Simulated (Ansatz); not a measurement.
CH₃Cl₃Sn, charge +1, doublet, at a GFN2-xTB geometry (such geometries of metal compounds can be far from the true shape) (a state made from the parent by changing its charge; the spin is typed, not shown lowest) (core potentials on Sn); PBE/def2-SVPD (Ansatz, a quantum-chemistry and plane-wave program).

The Ansatz input:
Ansatz 0.2 input:
```yaml
crystal:
  periodic: [false, false, false]
  atoms:
    - {symbol: C, position_ang: [-2.42894918, -0.34951557, 0.10512035]}
    - {symbol: Sn, position_ang: [-0.11256443, -0.01619755, 0.00487158]}
    - {symbol: Cl, position_ang: [0.69693254, -1.41027332, -1.66927410]}
    - {symbol: Cl, position_ang: [0.22416278, 2.22841157, -0.49496942]}
    - {symbol: Cl, position_ang: [0.74012552, -0.57909556, 2.09234901]}
    - {symbol: H, position_ang: [-2.52298231, -1.39404234, 0.38209361]}
    - {symbol: H, position_ang: [-2.75334588, 0.35236142, 0.86586213]}
    - {symbol: H, position_ang: [-2.76250924, -0.11507398, -0.90004999]}
basis:
  gaussian:
    orbitals: def2-SVPD
hamiltonian:
  xc: pbe
total_charge: 1
magnetization: {spin_polarized: true, initial_magnetization: 1}
```

Q: Write the output that Ansatz gives for this input, abridged.

A: 
```
Functional definition: PBE
1542 factors; their error is unknown
mean field evaluation 1: about -44437.0236 eV, gradient 4.8e1 eV
mean field evaluation 2: about -44382.4689 eV, gradient 8.5e1 eV
mean field evaluation 4: about -44446.0171 eV, gradient 2.3e1 eV
mean field evaluation 8: about -44449.8718 eV, gradient 1.7e0 eV
mean field evaluation 16: about -44449.8569 eV, gradient 2.0e-3 eV
mean field evaluation 32: about -44448.1381 eV, gradient 9.7e0 eV
mean field -44449.85687981 eV, -1633.5021111377 hartree, gradient 5.3e-6 eV, S^2 0.754359; 8 other end points of the search recorded, 0 dependent functions left out
reference -44449.85693926 eV, -1633.5021133227 hartree; 41, 40 occupied and 116, 117 virtual orbitals, 1542 factors
Total energy: -44449.85693926 eV, -1633.5021133227 hartree
```
